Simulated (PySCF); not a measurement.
Si(GeH3)(OH)3 (GeH6O3Si), SMILES O[Si](O)(O)[GeH3].

Geometry: PBE-D3(BJ)/def2-SVP. The values are those of a single conformer.

Method: TDDFT-B3LYP/def2-SVPD in PySCF.

Vertical excitations. Gas-phase values at a fixed geometry.

Computed lowest excited states:
```csv
state,energy (eV),λ (nm),f,main pairs
S1,6.53,190,0.154,HOMO→LUMO 98 %
S2,7.04,176,0.050,HOMO→LUMO+1 94 %
S3,7.19,172,0.044,HOMO→LUMO+2 93 %
S4,7.49,165,0.013,HOMO−1→LUMO 89 %
S5,7.73,160,0.009,HOMO→LUMO+3 84 %
S6,7.79,159,0.015,HOMO−2→LUMO 84 %
S7,7.96,156,0.015,"HOMO−3→LUMO 20 %, HOMO−4→LUMO 17 %, HOMO−1→LUMO+2 15 %, HOMO−1→LUMO+1 11 %"
S8,8.01,155,0.048,"HOMO−1→LUMO+1 53 %, HOMO−3→LUMO 36 %"
S9,8.05,154,0.062,"HOMO→LUMO+4 34 %, HOMO−4→LUMO 17 %, HOMO−3→LUMO 13 %, HOMO→LUMO+5 11 %"
S10,8.10,153,0.049,"HOMO→LUMO+5 24 %, HOMO→LUMO+4 17 %, HOMO−1→LUMO+1 16 %, HOMO−3→LUMO 14 %"
T1,6.19,200,0,"HOMO→LUMO 81 %, HOMO→LUMO+1 13 %"
T2,6.33,196,0,"HOMO→LUMO+1 72 %, HOMO→LUMO 11 %"
T3,6.59,188,0,HOMO→LUMO+2 78 %
T4,7.19,172,0,HOMO−1→LUMO 82 %
```
Triplets are in the Tamm–Dancoff approximation, which puts them higher than full response would, so one can lie above its singlet here.
